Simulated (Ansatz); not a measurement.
Stepwise reaction of `[SH][SnH]([SH])[SH]` with hydrogen, as a gas-phase model of exchange steps in deposition or etching. ΔE in kJ/mol; ΔG adds harmonic PBE0-D4 terms to CCSD(T)/CBS, at 1 bar.

Program: Ansatz. Geometries: PBE0-D4/def2-TZVP. ΔE: electronic, gas phase. CCSD(T)/CBS is the MP2 limit (def2-TZVPP, def2-QZVPP) plus CCSD(T) − MP2 in def2-TZVPP, frozen cores. This one scheme is used for every species. DFT in def2-TZVPP. B3LYP here is the variant with VWN-RPA as its local correlation; programs differ in this. Elements past krypton have def2 core potentials. For Sn outer-core shells are correlated without core-valence functions, which leaves a few kJ/mol of doubt a bond. Each species was taken in one conformer, which may not be the lowest.

| step | reaction | PBE-D4 | B3LYP-D4 | ωB97M-V | CCSD(T)/CBS | ΔG(600 K) |
| --- | --- | --- | --- | --- | --- | --- |
| 1 | `[SH][SnH]([SH])[SH]` + H₂ → `[SH][SnH2][SH]` + H₂S | 52.8 | 48.8 | 44.5 | 51.4 | 33.9 |
| 2 | `[SH][SnH2][SH]` + H₂ → `[SH][SnH3]` + H₂S | 48.8 | 45.0 | 40.8 | 48.4 | 45.9 |
| 3 | `[SH][SnH3]` + H₂ → `[SnH4]` + H₂S | 41.2 | 38.3 | 35.6 | 43.5 | 46.9 |

Task: By hand: ΔE of the 3 steps together at CCSD(T)/CBS.

Result: (51.4) + (48.4) + (43.5) = 143.3 kJ/mol, or 47.8 kJ/mol a step.

In ΔE each step is lower than the one before. All are uphill at CCSD(T)/CBS. ΔG lies between 33.9 and 46.9 kJ/mol a step. PBE-D4 differs from CCSD(T)/CBS by -2.3 to 1.4 kJ/mol a step. Isolated molecules leave out the surface, adducts and barriers. Largest T1 diagnostic: 0.013.
